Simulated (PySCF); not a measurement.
PySCF job for C4H12W, SMILES [CH3][W]([CH3])([CH3])[CH3], multiplicity 1, PBE-D3(BJ)/def2-SVP. The structure is a stationary point at PBE-D3(BJ)/def2-SVP. The spin state was assumed, not searched. The def2 effective core potentials stand for the cores of W; spin–orbit coupling is left out.

```python
import numpy as np
from pyscf import gto, scf, dft, df
from pyscf.hessian import thermo

mol = gto.M(
    atom='''
    W    -0.00000000    0.00000000   -0.00000000
    C    -1.17770535   -1.17770534    1.24589091
    C     1.17770536    1.17770537    1.24589087
    C    -1.17770536    1.17770534   -1.24589090
    C     1.17770535   -1.17770537   -1.24589088
    H    -0.68013042   -1.96394209    1.86146628
    H    -1.69504390   -1.69504389    0.39040446
    H    -1.96394209   -0.68013041    1.86146628
    H     1.69504391    1.69504391    0.39040441
    H     1.96394212    0.68013045    1.86146624
    H     0.68013045    1.96394212    1.86146624
    H    -1.96394212    0.68013041   -1.86146626
    H    -1.69504390    1.69504389   -0.39040444
    H    -0.68013044    1.96394209   -1.86146627
    H     0.68013042   -1.96394213   -1.86146625
    H     1.69504389   -1.69504391   -0.39040443
    H     1.96394209   -0.68013045   -1.86146626
    ''',
    basis='def2-SVP',
    ecp={'W': 'def2-svp'},
    charge=0,
    spin=0,
    max_memory=1600,
    verbose=3,
)
mf = dft.RKS(mol, xc='pbe').density_fit(auxbasis='def2-universal-jkfit')
mf.disp = 'd3bj'
mf.grids.level = 3
mf.conv_tol = 1e-11
mf.max_cycle = 100
mf.kernel()

# [left out here: the lines that compute and print the analytic Hessian (its translational invariance restored by hand, since the grid's response is missing), thermochemistry and intensities]
```

Log of the run:

```
converged SCF energy = -226.344465835719

WARN: DFTD3 does not support analytical Hessian, using finite difference


WARN: Mole.unit (angstrom) is changed to Bohr

Mode                                 0                   1                   2
Irrep
Freq [cm^-1]                      -23.8646            115.2174            127.6423
Reduced mass [au]                   2.5289              3.6594              2.4763
Force const [Dyne/A]               -0.0008              0.0286              0.0238
Char temp [K]                     -34.3358            165.7722            183.6489
Normal mode                   x     y     z       x     y     z       x     y     z
       0   W                 0.00 -0.00 -0.00   -0.00  0.00 -0.02    0.01 -0.02 -0.00
       1   C                -0.08  0.08  0.00    0.06  0.06  0.07   -0.09  0.09  0.01
       2   C                 0.08 -0.08  0.00   -0.06 -0.06  0.07   -0.09  0.09 -0.01
       3   C                -0.08 -0.08  0.00   -0.06  0.06  0.07    0.00  0.03  0.07
       4   C                 0.08  0.08  0.00    0.06 -0.06  0.07    0.00  0.03 -0.07
       5   H                -0.17  0.08  0.06    0.09  0.08  0.08   -0.16  0.13  0.12
       6   H                -0.07  0.07  0.00    0.05  0.05  0.09   -0.04  0.02  0.02
       7   H                -0.08  0.17 -0.06    0.08  0.09  0.08   -0.11  0.17 -0.09
       8   H                 0.07 -0.07  0.00   -0.05 -0.05  0.09   -0.04  0.02 -0.02
       9   H                 0.08 -0.17 -0.06   -0.08 -0.09  0.08   -0.11  0.17  0.09
      10   H                 0.17 -0.08  0.06   -0.09 -0.08  0.08   -0.16  0.13 -0.12
      11   H                -0.08 -0.17  0.06   -0.08  0.09  0.08   -0.05  0.09  0.08
      12   H                -0.07 -0.07  0.00   -0.05  0.05  0.09    0.06 -0.05  0.16
      13   H                -0.17 -0.08 -0.06   -0.09  0.08  0.08   -0.04  0.08  0.12
      14   H                 0.17  0.08 -0.06    0.09 -0.08  0.08   -0.04  0.08 -0.12
[...]
       9   H                 0.18 -0.21 -0.38    0.13 -0.15 -0.27    0.13 -0.15 -0.27
      10   H                -0.21  0.18 -0.38   -0.15  0.13 -0.27   -0.15  0.13 -0.27
      11   H                 0.02 -0.01 -0.01    0.13  0.15 -0.27   -0.13 -0.15  0.27
      12   H                 0.03  0.03  0.00    0.05 -0.05  0.09   -0.05  0.05 -0.09
      13   H                -0.01  0.02  0.01   -0.15 -0.13 -0.27    0.15  0.13  0.27
      14   H                -0.01  0.02 -0.01    0.15  0.13 -0.27   -0.15 -0.13  0.27
      15   H                 0.03  0.03 -0.00   -0.05  0.05  0.09    0.05 -0.05 -0.09
      16   H                 0.02 -0.01  0.01   -0.13 -0.15 -0.27    0.13  0.15  0.27
Mode                                33                  34                  35
Irrep
Freq [cm^-1]                     2851.7802           2853.4621           2853.4677
Reduced mass [au]                   1.0365              1.0361              1.0361
Force const [Dyne/A]                4.9666              4.9703              4.9703
Char temp [K]                    4103.0768           4105.4966           4105.5047
Normal mode                   x     y     z       x     y     z       x     y     z
       0   W                -0.00  0.00  0.00    0.00  0.00 -0.00   -0.00  0.00 -0.00
       1   C                -0.02 -0.02 -0.01    0.02  0.02  0.01   -0.00 -0.00 -0.00
       2   C                 0.02  0.02 -0.01    0.02  0.02 -0.01   -0.00 -0.00  0.00
       3   C                 0.02 -0.02 -0.01   -0.00  0.00  0.00   -0.02  0.02  0.01
       4   C                -0.02  0.02 -0.01   -0.00  0.00 -0.00   -0.02  0.02 -0.01
       5   H                -0.11  0.14 -0.11    0.15 -0.21  0.17   -0.01  0.02 -0.01
       6   H                 0.18  0.18  0.29   -0.25 -0.25 -0.41    0.01  0.01  0.02
       7   H                 0.14 -0.11 -0.11   -0.21  0.15  0.17    0.00 -0.01 -0.00
       8   H                -0.18 -0.18  0.29   -0.25 -0.25  0.41    0.01  0.01 -0.02
       9   H                -0.14  0.11 -0.11   -0.21  0.15 -0.17    0.00 -0.01  0.00
      10   H                 0.11 -0.14 -0.11    0.15 -0.21 -0.17   -0.01  0.02  0.01
      11   H                -0.14 -0.11 -0.11    0.02  0.01  0.01    0.21  0.15  0.17
      12   H                -0.18  0.18  0.29    0.01 -0.01 -0.02    0.25 -0.25 -0.41
      13   H                 0.11  0.14 -0.11   -0.01 -0.00  0.00   -0.15 -0.21  0.17
      14   H                -0.11 -0.14 -0.11   -0.01 -0.00 -0.00   -0.15 -0.21 -0.17
      15   H                 0.18 -0.18  0.29    0.01 -0.01  0.02    0.25 -0.25  0.41
      16   H                 0.14  0.11 -0.11    0.02  0.01 -0.01    0.21  0.15 -0.17
Mode                                36                  37                  38
Irrep
Freq [cm^-1]                     2859.4939           2952.0773           2952.0788
Reduced mass [au]                   1.0395              1.0901              1.0901
Force const [Dyne/A]                5.0077              5.5970              5.5970
Char temp [K]                    4114.1750           4247.3820           4247.3842
Normal mode                   x     y     z       x     y     z       x     y     z
       0   W                 0.00 -0.00 -0.00   -0.00  0.00  0.00   -0.00 -0.00  0.00
       1   C                -0.02 -0.02 -0.01    0.00 -0.00 -0.01   -0.01 -0.01 -0.06
       2   C                 0.02  0.02 -0.01    0.00 -0.00  0.01   -0.01 -0.01  0.06
       3   C                -0.02  0.02  0.01   -0.01  0.01  0.06    0.00  0.00 -0.01
       4   C                 0.02 -0.02  0.01   -0.01  0.01 -0.06    0.00  0.00  0.01
       5   H                -0.10  0.13 -0.11    0.01 -0.02  0.01    0.17 -0.27  0.20
       6   H                 0.19  0.19  0.30    0.03  0.03  0.05    0.19  0.19  0.30
       7   H                 0.13 -0.10 -0.11   -0.06  0.04  0.05   -0.26  0.17  0.19
       8   H                -0.19 -0.19  0.30    0.03  0.03 -0.05    0.19  0.19 -0.30
       9   H                -0.13  0.10 -0.11   -0.06  0.04 -0.05   -0.26  0.17 -0.19
      10   H                 0.10 -0.13 -0.11    0.01 -0.02 -0.01    0.17 -0.27 -0.20
      11   H                 0.13  0.10  0.11   -0.27 -0.17 -0.20    0.02  0.01  0.01
      12   H                 0.19 -0.19 -0.30    0.19 -0.19 -0.30   -0.03  0.03  0.05
      13   H                -0.10 -0.13  0.11    0.17  0.26 -0.19   -0.04 -0.06  0.05
      14   H                 0.10  0.13  0.11    0.17  0.26  0.19   -0.04 -0.06 -0.05
      15   H                -0.19  0.19 -0.30    0.19 -0.19  0.30   -0.03  0.03 -0.05
      16   H                -0.13 -0.10  0.11   -0.27 -0.17  0.20    0.02  0.01 -0.01
Mode                                39                  40                  41
Irrep
Freq [cm^-1]                     2954.7365           2958.5076           2962.8089
Reduced mass [au]                   1.0875              1.0852              1.1096
Force const [Dyne/A]                5.5937              5.5963              5.7387
Char temp [K]                    4251.2079           4256.6337           4262.8224
Normal mode                   x     y     z       x     y     z       x     y     z
       0   W                -0.00 -0.00 -0.00   -0.00 -0.00 -0.00    0.00 -0.00 -0.00
       1   C                -0.01 -0.01 -0.04   -0.00 -0.00 -0.04    0.03 -0.03 -0.00
       2   C                 0.01  0.01 -0.04    0.00  0.00 -0.04   -0.03  0.03  0.00
       3   C                 0.01 -0.01 -0.04   -0.00  0.00  0.04    0.03  0.03 -0.00
       4   C                -0.01  0.01 -0.04    0.00 -0.00  0.04   -0.03 -0.03 -0.00
       5   H                 0.12 -0.20  0.14    0.13 -0.20  0.15   -0.15  0.23 -0.19
       6   H                 0.14  0.14  0.21    0.13  0.13  0.19    0.01 -0.01  0.00
       7   H                -0.20  0.12  0.14   -0.20  0.13  0.15   -0.23  0.15  0.19
       8   H                -0.14 -0.14  0.21   -0.13 -0.13  0.19   -0.01  0.01 -0.00
       9   H                 0.20 -0.12  0.14    0.20 -0.13  0.15    0.23 -0.15  0.19
      10   H                -0.12  0.20  0.14   -0.13  0.20  0.15    0.15 -0.23 -0.19
      11   H                 0.20  0.12  0.14   -0.20 -0.13 -0.15   -0.23 -0.15 -0.19
      12   H                -0.14  0.14  0.21    0.13 -0.13 -0.19    0.01  0.01  0.00
      13   H                -0.12 -0.20  0.14    0.13  0.20 -0.15   -0.15 -0.23  0.19
      14   H                 0.12  0.20  0.14   -0.13 -0.20 -0.15    0.15  0.23  0.19
      15   H                 0.14 -0.14  0.21   -0.13  0.13 -0.19   -0.01 -0.01  0.00
      16   H                -0.20 -0.12  0.14    0.20  0.13 -0.15    0.23  0.15 -0.19
Mode                                42                  43                  44
Irrep
Freq [cm^-1]                     2971.1438           2974.0885           2974.0889
Reduced mass [au]                   1.1038              1.1043              1.1043
Force const [Dyne/A]                5.7410              5.7552              5.7552
Char temp [K]                    4274.8144           4279.0512           4279.0518
Normal mode                   x     y     z       x     y     z       x     y     z
       0   W                -0.00  0.00  0.00   -0.00 -0.00 -0.00    0.00 -0.00 -0.00
       1   C                 0.03 -0.03 -0.00   -0.00  0.00 -0.00    0.04 -0.04 -0.00
       2   C                -0.03  0.03  0.00   -0.00  0.00  0.00    0.04 -0.04  0.00
       3   C                -0.03 -0.03  0.00   -0.04 -0.04  0.00   -0.00 -0.00 -0.00
       4   C                 0.03  0.03  0.00   -0.04 -0.04 -0.00   -0.00 -0.00  0.00
       5   H                -0.15  0.23 -0.19    0.02 -0.04  0.03   -0.21  0.33 -0.26
       6   H                 0.01 -0.01  0.00    0.02  0.02  0.03    0.01 -0.01  0.00
       7   H                -0.23  0.15  0.19    0.00 -0.00 -0.01   -0.33  0.21  0.27
       8   H                -0.01  0.01 -0.00    0.02  0.02 -0.03    0.01 -0.01 -0.00
       9   H                 0.23 -0.15  0.19    0.00 -0.00  0.01   -0.33  0.21 -0.27
      10   H                 0.15 -0.23 -0.19    0.02 -0.04 -0.03   -0.21  0.33  0.27
      11   H                 0.23  0.15  0.19    0.33  0.21  0.27    0.04  0.02  0.03
      12   H                -0.01 -0.01 -0.00   -0.01 -0.01 -0.00   -0.02  0.02  0.03
      13   H                 0.15  0.23 -0.19    0.21  0.33 -0.27    0.00  0.00 -0.01
      14   H                -0.15 -0.23 -0.19    0.21  0.33  0.27    0.00  0.00  0.01
      15   H                 0.01  0.01  0.00   -0.01 -0.01  0.00   -0.02  0.02 -0.03
      16   H                -0.23 -0.15  0.19    0.33  0.21 -0.26    0.04  0.02 -0.03
temperature 298.1500 [K]
pressure 101325.00 [Pa]
Rotational constants [GHz] 2.64215 2.54252 2.54252
Symmetry number 4
Zero-point energy (ZPE) 0.13302 [Eh]   349242.585 [J/mol]
                           tot       elec      trans        rot        vib
Entropy [J/mol/K]       391.205      0.000    177.304    102.838    111.063
Cv [J/mol/K]            152.722      0.000     12.472     12.472    127.779
Cp [J/mol/K]            161.037      0.000     20.786     12.472    127.779
Internal energy [J/mol]                      3718.434   3718.434 368410.529
Internal energy [Eh]   -226.20131  -226.34447
Enthalpy [J/mol]                             6197.391   3718.434 368410.529
Enthalpy [Eh]          -226.20037
Gibbs free energy [J/mol]                  -46665.730 -26942.736 335297.166
Gibbs free energy [Eh] -226.24479
mode   freq/cm-1   IR/(km/mol)
   1      -23.86         0.000
   2      115.22         2.502
   3      127.64         0.496
   4      127.65         0.497
   5      150.27         0.000
   6      257.22         0.000
   7      261.46         0.002
   8      261.61        11.071
   9      261.61        11.070
  10      263.74         0.348
  11      385.45         9.686
  12      385.46         9.685
  13      439.71         0.000
  14      568.86        27.426
  15      568.87        27.426
  16      587.32         0.000
  17      599.06         0.000
  18      627.38        26.726
  19      712.11        25.510
  20      712.12        25.510
  21      747.91         0.000
  22     1129.71        22.848
  23     1136.03         7.470
  24     1136.03         7.470
  25     1145.87         0.000
  26     1261.18         0.000
  27     1263.65         1.999
  28     1263.65         1.999
  29     1271.85         0.000
  30     1370.56        23.692
  31     1370.56        23.692
  32     1378.54         1.599
  33     1382.77         0.000
  34     2851.78         2.861
  35     2853.46         8.325
  36     2853.47         8.322
  37     2859.49         0.000
  38     2952.08        43.224
  39     2952.08        43.234
  40     2954.74       135.587
  41     2958.51         0.000
  42     2962.81         0.000
  43     2971.14         0.000
  44     2974.09        21.306
  45     2974.09        21.315
max |gradient| / (hartree/bohr): 2.4120047094409392e-05
APT charges: [ 0.9192 -0.1513 -0.1513 -0.1513 -0.1513 -0.0424  0.0062 -0.0424  0.0062
 -0.0424 -0.0424 -0.0424  0.0062 -0.0424 -0.0424  0.0062 -0.0424]
```

Self-consistency was reached. The end point has an imaginary mode, so it is no minimum.

Cost: roughly 3 core-minutes.
